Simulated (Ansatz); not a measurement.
`C1O[SiH2]O1`, relaxed with RKS PBE-D4/def2-SVP in Ansatz from a rough embedded geometry. The force threshold is 0.03 eV/Å; the program also tests the step.

Total charge 0; spin multiplicity 1.

Start:

```xyz
8

C     0.469    0.600    0.721
O    -0.351   -0.581    0.878
Si   -0.532   -0.615   -0.736
O     0.185    0.890   -0.652
H     0.101    1.432    1.442
H     1.542    0.447    0.954
H     0.469   -1.573   -1.399
H    -1.883   -0.599   -1.207
```

```csv
step,energy (eV),largest force (eV/Å),largest move (Å)
1,-13057.8812,2.328,0.000
2,-13058.1517,1.234,0.132
3,-13058.2273,0.558,0.140
4,-13058.2312,0.173,0.044
5,-13058.2349,0.078,0.023
6,-13058.2351,0.003,0.002
```

End:

```xyz
8

C     0.467    0.634    0.773
O    -0.176   -0.645    0.922
Si   -0.460   -0.625   -0.762
O     0.346    0.876   -0.640
H    -0.062    1.421    1.362
H     1.537    0.584    1.082
H     0.250   -1.685   -1.556
H    -1.902   -0.560   -1.180
```

Run time 6.5 s (2 threads of an Arm Neoverse V2 on a shared host); peak host memory 0.14 GiB.
